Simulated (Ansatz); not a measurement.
Molecule: C₄H₁₀B (charge 0, doublet). It need not be the lowest isomer of its formula. 
Coordinates optimised at B3LYP-D3(BJ)/def2-TZVP (Ansatz, a first-principles code):
SMILES: C[CH]B(C)C
```xyz
15

C      2.1369     0.3044    -0.0794
C      0.9147    -0.4930    -0.3596
B     -0.5314    -0.1238     0.0026
C     -0.8441     1.2212     0.7676
C     -1.7135    -1.0803    -0.4056
H      1.9234     1.2439     0.4294
H      2.8454    -0.2651     0.5363
H      2.6787     0.5319    -1.0064
H      1.1060    -1.4303    -0.8817
H     -0.7254     2.0651     0.0746
H     -1.8620     1.2742     1.1585
H     -0.1503     1.4193     1.5899
H     -2.1939    -1.4734     0.4999
H     -2.5040    -0.5282    -0.9266
H     -1.4244    -1.9320    -1.0245
```
Charge 0, spin multiplicity 2.

Wanted: atomisation energy (electronic, to ground-state atoms), in eV. Cores are frozen in the correlated levels unless marked. UHF or UKS for open shells. No spin-orbit coupling. No relativistic terms. The coupled-cluster limit lacks core correlation, which all-electron functionals hold. CBS marks a two-point X^-3 extrapolation of the correlation energy; Hartree-Fock from the larger set.

```csv
level,program,atomisation energy (eV)
B97M-V/def2-TZVPD,Ansatz,60.90
B3LYP-D3(BJ)/def2-TZVPD,Ansatz + dftd3,60.91
B3LYP-D4/def2-TZVPD,Ansatz + dftd4,60.85
B3LYP/def2-TZVPD,Ansatz,60.43
PBE0/6-31G*,Ansatz,?
PBE0/def2-SVP,Ansatz,61.53
r2SCANh-D4/def2-TZVPD,Ansatz + dftd4,60.86
r2SCAN0-D4/def2-TZVPD,Ansatz + dftd4,60.60
wB97M-V/def2-TZVPD,Ansatz,?
B2PLYP-D4/def2-TZVPD,Ansatz + dftd4,?
SCS-MP2/6-31G*,Ansatz,55.67
CCSD/STO-3G,Ansatz,64.81
CCSD/cc-pVDZ,Ansatz,56.11
CCSD(T) with core electrons/cc-pwCVTZ,Ansatz,?
"CCSD(T)/CBS(cc-pVTZ,cc-pVQZ)",Ansatz,60.43
```

Q: Complete the blanks.

A: 
- PBE0/6-31G*, atomisation energy (eV): 61.18
- wB97M-V/def2-TZVPD, atomisation energy (eV): 60.78
- B2PLYP-D4/def2-TZVPD, atomisation energy (eV): 60.15
- CCSD(T) with core electrons/cc-pwCVTZ, atomisation energy (eV): 59.55
